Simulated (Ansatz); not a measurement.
Coupled-cluster diagnostics for TiF4, Ansatz.

Geometry of the singlet (PBE-D4/def2-SVP):

```xyz
5

Ti    0.0000    0.0000    0.0000
F     0.6696   -1.5928   -0.2380
F    -0.4835    0.6633   -1.5389
F     1.2024    1.0335    0.7267
F    -1.3886   -0.1041    1.0502
```

Correlated methods freeze 9 core orbitals; core or outer-core shells of Ti are correlated, in sets that lack core-valence functions.

Q: Estimate the CCSD(T) correlation energy, the shares of MP2 and (T), T1 and the reference's ⟨S²⟩ for: charge 0, singlet, own geometry in def2-TZVPP; and the rough time on 4 threads of Arm Neoverse V1 on a shared host.

A: 
```
                          state       basis  correlation (eV)  MP2 share (%)  (T) share (%)     T1  ⟨S²⟩ (pure)  wall time
charge 0, singlet, own geometry  def2-TZVPP           -40.250           96.7            4.0  0.024  0.00 (0.00)       14 s
```
Customary marks for T1 are 0.02 (closed shells), 0.045 (open shells) and about 0.05 (3d metals). T1 exceeds 0.02 in 1 of 1 rows and 0.045 in 0; the higher it lies, the less the single-reference result can be trusted.
